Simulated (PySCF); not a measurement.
## Pd(45+): ionisation energy

Pd(45+) 1s1 (2S) → Pd(46+) (bare nucleus), as a difference of total energies. All numbers are calculated (PySCF 2.14, the non-relativistic Hamiltonian (point nucleus), in an even-tempered Gaussian basis (15 s from 83 bohr⁻², ratio 2.2; 7 p from 130 bohr⁻², ratio 2.4; 4 d from 380 bohr⁻², ratio 2.4; 3 f from 560 bohr⁻², ratio 2.4; 3 g from 850 bohr⁻², ratio 2.4)). The calculations carry no spin-orbit coupling.

```tsv
method	ionisation energy (eV)	difference from reference (eV)
UHF	28789.6	-833.1
LDA	28736.0	-886.7
PBE	28781.6	-841.1
PBE0	28783.7	-839.0
r2SCAN	28789.6	-833.1
r2SCAN0	28789.6	-833.1
B3LYP	28783.2	-839.5
```

Reference: 29622.7 eV (theoretical estimate listed by NIST; NIST Atomic Spectra Database, ionization energies).

The gap to the reference is mostly relativistic.
